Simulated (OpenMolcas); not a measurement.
## Ir6+: moving or changing the point charges

Ir6+ among 6 point charges of -1.7 e arranged as an octahedron (Oh), 2.17 Å from the ion.

```json
{"Program": "OpenMolcas", "Method": "CASSCF", "Basis": "ANO-RCC-VDZP [7s6p4d2f]", "Scalar Hamiltonian": "DKH2, point nucleus", "Active space": "3 electrons in 5 orbitals (5d)", "State averaging": "2S+1 = 4 even, 10 roots; 2S+1 = 2 even, 40 roots", "Spin-orbit coupling": "RASSI with atomic mean-field integrals over the reference wave functions"}
```

Runs around this geometry, states (labels of O, the rotations of Oh). Energies in cm-1 above the lowest state or level, χT in cm3 K/mol; 10Dq and B are least-squares fits to the states below 45000 cm-1, weighted by degeneracy, with a free offset, and given where the rms deviation is under 5 % of |10Dq| (or 100 cm-1) and under 700 cm-1.

```csv
R (Å),q (e),Ground state,First state of that spin,10Dq,B (rms of fit),First gap with spin-orbit (degeneracies),χT at 300 K,First state of another spin
2.17,-1.1,4A2,4T2 2639,2683,966 (20),"7735 (4, 4)",0.119,2E 17594
2,-1.7,4A2,4T2 6060,6171,965 (43),"8280 (4, 4)",0.121,2E 18160
2.17,-1.7,4A2,4T2 4061,4133,965 (30),"7864 (4, 4)",0.117,2E 17904
2.33,-1.7,4A2,4T2 2866,2912,966 (21),"7747 (4, 4)",0.119,2E 17658
```

Taking |10Dq| as R^-n, n = -ln(2912 / 6171) / ln(2.33 / 2) = 4.9 between the shortest and longest distance. The point-charge formula for a cubic d site gives n = 5.

Scaling the charges by -1.1 / -1.7 = 0.65 scales |10Dq| by 2683 / 4133 = 0.65; with fixed orbitals a first-order splitting would follow the charge.

Without dynamic correlation the repulsion within the d shell is too large (B by tens of per cent), so at a given field states of lower spin stand too high. Spin-orbit coupling mixes the spin-free states strongly: the lowest level takes only 38 % from its leading state, 4T2, which lies 2639 cm-1 above the lowest spin-free state (figures for R = 2.17, q = -1.1; the like holds for R = 2, q = -1.7, R = 2.17, q = -1.7, R = 2.33, q = -1.7). This field is weak: 10Dq is about 2683 cm-1, while octahedral complexes of 5d ions of charge 3 and more, computed by the same method with explicit ligands, had a median near 35000 cm-1. Ground spin and moment need not be those of a real site (figures for R = 2.17, q = -1.1; the like holds for R = 2, q = -1.7, R = 2.17, q = -1.7, R = 2.33, q = -1.7). The ground term spreads over less than 5000 cm-1, several times less than with real ligands, so orbital moments are less quenched and χT lies further from the spin-only value than at real sites (holds for R = 2.17, q = -1.1). Point charges carry no covalency, so the field is a model and not that of real ligands. A group larger than the point group allows holds several states that coincide in this model. No measured value stands beside these numbers.
